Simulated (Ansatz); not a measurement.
Relaxation of F$_{2}$GeH$_{2}$O (6 atoms, charge 0, multiplicity 1), to a largest force component of 0.03 eV/Å in at most 50 steps.

Level of theory: RHF/def2-SVP (Ansatz).

```xyz
6
Properties=species:S:1:pos:R:3
Ge 0.131 -0.065 0.336
H 0.108 0.130 1.833
O 1.840 -0.339 0.442
H 2.383 -0.541 -0.307
F -0.285 1.233 -0.678
F -0.715 -1.370 -0.350
```

Where does it end, and by what steps?

The forces met the threshold. After 6 steps the energy has fallen by 0.399 eV; H2 moved furthest, 0.35 Å.

```json
{"step": "0", "energy less start (eV)": "0.0000", "largest force component (eV/Å)": "1.375", "accepted": "yes"}
{"step": "1", "energy less start (eV)": "-0.3087", "largest force component (eV/Å)": "0.693", "accepted": "yes"}
{"step": "2", "energy less start (eV)": "-0.3757", "largest force component (eV/Å)": "0.357", "accepted": "yes"}
{"step": "3", "energy less start (eV)": "-0.3894", "largest force component (eV/Å)": "0.363", "accepted": "yes"}
{"step": "4", "energy less start (eV)": "-0.3988", "largest force component (eV/Å)": "0.082", "accepted": "yes"}
{"step": "5", "energy less start (eV)": "-0.3992", "largest force component (eV/Å)": "0.037", "accepted": "yes"}
{"step": "6", "energy less start (eV)": "-0.3993", "largest force component (eV/Å)": "0.003", "accepted": "yes"}
```

```xyz
6
Properties=species:S:1:pos:R:3
Ge 0.226 -0.071 0.434
H -0.237 0.189 1.841
O 1.921 -0.370 0.352
H 2.317 -0.543 -0.490
F -0.160 1.231 -0.599
F -0.605 -1.389 -0.262
```

Run time: 13 s on 1 thread of Arm Neoverse V1 (shared host), peak memory 0.16 GiB.
